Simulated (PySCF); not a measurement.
C5H4F4.
Numbering: `[F:1][C:2]1=[C:3]([C:4]([F:5])([F:6])[F:7])[CH2:8][CH2:9]1` (hydrogens: H10, H11 on C8; H12, H13 on C9)

Linear response at CAM-B3LYP/def2-SVPD (PySCF, frozen core in the response, non-relativistic). Geometry: PBE0-D3(BJ)/def2-SVP; no solvent, vibrations or thermal averaging.

Static isotropic polarisability: 59.94 au (8.88 Å³), principal values 48.4, 60.6, 70.9 au.

(1) What is the polarisability at 1064 nm and at the sodium D line?

(2) What is the isotropic C6 coefficient between two such molecules, C6 = (3/π)∫α(iω)² dω?

(3) Which effective excitation energy ω̄ makes London's formula C6 = (3/4)α²ω̄ exact here?

(4) What n − 1 at the D line would an ideal gas of it have at 273.15 K and 1 atm (2.6868 × 10¹⁹ cm⁻³), by n − 1 = 2π·N·α′?

(5) How anisotropic is the static polarisability, by Δα² = ½[(α1 − α2)² + (α2 − α3)² + (α3 − α1)²]?

(6) The lowest 6 singlets have (eV, f): 7.11, 0.286; 7.30, 0.002; 7.88, 0.016; 8.21, 0.001; 8.36, 0.016; 8.70, 0.000. What share of the static polarisability do they carry in the sum over states α = Σ f/ω²?

(7) What three-body coefficient follows from the one-pole estimate C9 = (3/4)·α·C6?

## Answers

(1) 60.34 au at 1064 nm (+0.7 %), 61.30 au at 589.3 nm (+2.3 %). The rise at 589.3 nm is 3.36 times that at 1064 nm; a pure ω² law gives 3.26. The lowest singlet lies at 174 nm, shorter than both wavelengths.

(2) 1763 au (Eh·bohr⁶) by a ten-point quadrature over imaginary frequencies, which is 1050 eV·Å⁶ or 102 J·nm⁶/mol.

(3) ω̄ = 4·C6/(3α²) = 0.654 Eh = 17.8 eV. A one-pole form α(ω) = α/(1 − ω²/ω̄²) fitted to the 1064 nm value gives 14.2 eV. London's choice of the ionisation energy (10.17 eV, ΔSCF at the same level) gives C6 = 1010 au, 43 % too low.

(4) 15.34 × 10⁻⁴, a formal value whether or not that pressure can be reached.

(5) Δα = 19.5 au, or 0.33 of the isotropic value.

(6) 4.58 au, 7.6 % of α; the largest term, 4.18 au, is that of the state at 7.11 eV. Their oscillator strengths add up to 0.32. Higher states carry the rest.

(7) 79200 au. This is an estimate from the two numbers above, not a computed integral.

Shape of the structure used: `[F:1][C:2]1=[C:3]([C:4]([F:5])([F:6])[F:7])[CH2:8][CH2:9]1`: C2–C3–C4–F5 -120°.
